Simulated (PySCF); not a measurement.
Species: BBrH5N.
SMILES with atom numbers: `[NH3+:1][BH2-:2][Br:3]` (hydrogens: H4, H5, H6 on N1; H7, H8 on B2)

Cartesian coordinates in Å at the PBE0-D3(BJ)/def2-SVP level; atoms count from 1:
```xyz
8
BBrH5N angstrom
N     -0.760    0.598    0.308
B      0.722   -0.015    0.096
Br     1.937    1.422    0.837
H     -0.928    0.785    1.299
H     -1.482   -0.040   -0.033
H     -0.848    1.489   -0.186
H      0.781   -1.032    0.757
H      0.878   -0.154   -1.101
```

Computed, not measured: PBE0-D3(BJ)/def2-SVP geometry optimisation, gas phase (PySCF 2.14.0).

Masses are those of the commonest isotopes; rigid-rotor values at the optimised geometry. 

Problem. What are A, B and C (cm⁻¹)?

Solution. Ia = 20.05, Ib = 141.52, Ic = 154.57 u·Å²; 505379 MHz·u·Å²/I gives 25209, 3571 and 3270 MHz, that is A = 0.84090, B = 0.11912, C = 0.10906 cm⁻¹.

Problem. What kind of rotor is it?

Solution. A near-prolate asymmetric top: κ = (2 × 3571 − 25209 − 3270)/(25209 − 3270) = -0.97.

Problem. Is it planar, by Δ = Ic − Ia − Ib?

Solution. Not planar: Δ = Ic − Ia − Ib = -6.99 u·Å². For a rigid frame Δ = −2 Σ m c², so Σ m c² = 3.50 u·Å² lies off the ab plane, practically all of it from hydrogen. The atom farthest from that plane is 1.03 Å away.

Problem. Give the other two planar moments, Paa and Pbb, and the rms extents of the mass along the axes.

Solution. Paa = Σ m a² = (Ib + Ic − Ia)/2 = 138.02 and Pbb = Σ m b² = (Ia + Ic − Ib)/2 = 16.55 u·Å². With the mass M = 108.97 u, the rms extents √(P/M) along a, b and c are 1.13, 0.39, 0.18 Å.

Problem. Where do the levels up to J = 2 lie, in K?

Solution. Above 0(0,0), as E/k:
J = 1: 1(0,1) 0.328, 1(1,1) 1.367, 1(1,0) 1.381
J = 2: 2(0,2) 0.985, 2(1,2) 2.009, 2(1,1) 2.052, 2(2,1) 5.168, 2(2,0) 5.168

Problem. Which lines would a microwave search look for?

Solution. The dipole components are |μa| = 5.63 D, |μb| = 3.17 D, |μc| = 0.00 D; the mirror of this Cs structure is the ab plane, so μc vanishes by symmetry and there are no c-type lines. The squared components, which scale the intensities, stand as 1.00 : 0.32 (a : b). Some lines, for components of 0.1 D or more:

```tsv
type	branch	J(Ka,Kc)	MHz	lower level (cm⁻¹)
b	R	5(0,5) ← 4(1,4)	13820	2.958
a	R	3(1,2) ← 2(1,1)	20972	1.426
b	Q	3(1,2) ← 3(0,3)	22708	1.369
a	R	4(3,1) ← 3(3,0)	27369	7.910
a	R	5(1,5) ← 4(1,4)	33436	2.958
a	R	5(2,3) ← 4(2,2)	34259	5.190
b	R	5(1,5) ← 4(0,4)	53756	2.280
b	Q	5(2,3) ← 5(1,4)	63228	4.224
b	Q	2(2,1) ← 2(1,2)	65820	1.396
b	R	2(2,0) ← 1(1,1)	79203	0.950
b	R	3(2,1) ← 2(1,2)	86357	1.396
b	R	5(2,4) ← 4(1,3)	98062	3.059
b	Q	4(4,1) ← 4(3,2)	152519	8.823
b	R	5(5,1) ← 4(4,0)	230306	13.911
```

PBE0-D3(BJ)/def2-SVP frequencies: not computed here. No vibrational averaging or centrifugal distortion is included, and the geometry carries the error of its method. A rigid rotor knows nothing of internal rotation, which can split or shift real lines. Quadrupole hyperfine structure (11B, 14N, 79Br) is left out.
